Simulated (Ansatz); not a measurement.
Program: Ansatz 0.2.0.

A structure relaxed at PBE0-D4/def2-TZVP, charge 0, multiplicity 1:

```xyz
17

C     1.131    0.324   -1.772
C     0.385    1.026   -0.654
C    -1.029    1.400   -1.053
O     0.357    0.210    0.484
Hf    0.214   -1.127    1.844
O    -1.222   -0.704    3.054
O    -0.054   -2.856    1.039
F     1.869   -1.154    2.830
H     2.144    0.068   -1.456
H     1.196    0.963   -2.656
H     0.613   -0.598   -2.050
H     0.930    1.942   -0.389
H    -1.546    1.886   -0.223
H    -1.024    2.085   -1.904
H    -1.592    0.505   -1.334
H    -1.956   -0.286    3.490
H    -0.416   -3.685    0.750
```

(1) Give its formula and SMILES.

(2) Point group (tolerance 0.08 Å, 0.16 Å for H)?

(3) Summarise the bond lengths by kind.

## Answers

(1) C3H9FHfO3, `CC(C)[O][Hf]([OH])([OH])[F]`.

(2) C1.

(3) 2 × C–C 1.516 to 1.517 Å; 7 × C–H 1.092 to 1.099 Å; 1 × C–O 1.400 Å; 3 × Hf–O 1.913 to 1.926 Å; 1 × F–Hf 1.927 Å; 2 × H–O 0.950 Å.
